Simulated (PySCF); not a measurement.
F3Fe, SMILES [F][Fe-]([F])[F] (connectivity only; charge and spin as stated), charge -1, multiplicity 5.

Coordinates come from a r2SCAN-D4/def2-SVPD optimisation. The spin state was assumed, not searched.

The numbers are results of PBE/def2-TZVPD run with PySCF, not measurements.

The molecule is in vacuum. A positive occupied level means that this level leaves the electron formally unbound; only the finite basis holds it.

- total energy: -1563.09415 hartree
- point group: D3h
- α spin, highest occupied and lowest empty level: -0.60 and 3.27 eV
- β spin, highest occupied and lowest empty level: 0.61 and 2.05 eV
- dipole moment about the centre of nuclear charge: 0.00 D
- mean static polarisability: 45.7 bohr³ (6.77 Å³)
- polarisability, principal values: 45.2, 45.2, 46.8 bohr³
- ⟨S²⟩: 6.030 (pure state 6.00)
